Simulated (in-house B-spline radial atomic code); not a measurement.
**Ionising Ti2+ with different functionals**

Computed with a B-spline radial code for spherical atoms: four-component Dirac-Coulomb Hamiltonian, Fermi nucleus of rms radius 3.5921 fm, spin-restricted, spherical fractional occupations for the functionals, and exact exchange of hybrids averaged over the configuration. The ionisation energy is the difference of two self-consistent energies, [Ar] 3d2 → [Ar] 3d1, without Breit or QED terms; ε is the level of the shell that loses the electron (mean over j). The electron is taken from both j subshells in proportion to 2j + 1, so the result is a j average, not the step between ground levels.

| method | rung | ΔSCF (eV) | -ε(3d) (eV) |
| --- | --- | --- | --- |
| B97-1 | global hybrid | 26.80 | 21.29 |
| BHandHLYP | global hybrid | 26.76 | 23.67 |
| LC-wPBE | range-separated hybrid | 26.95 | 24.57 |
| HSE06 | range-separated hybrid | 26.84 | 21.24 |

**Question.** Among the functionals, which spreads more, the ΔSCF values or the orbital energies?

**Answer.** The orbital energies: ΔSCF values span about 0.20 eV and the orbital energies 3.33 eV; here energy differences depend much less on the functional than eigenvalues do.

**Question.** How do they compare with the NIST value?

**Answer.** NIST lists 27.492 eV (measured, ground level to ground level). Errors run from -0.73 to -0.54 eV. The correlated functionals all miss on the same side by more than they spread, so the cause is common to them (Breit-QED terms, spin polarisation, the choice among j levels, multiplet and fine-structure energies, or a listed next ion that isn't the cheapest removal here) and closeness doesn't rank the functionals.
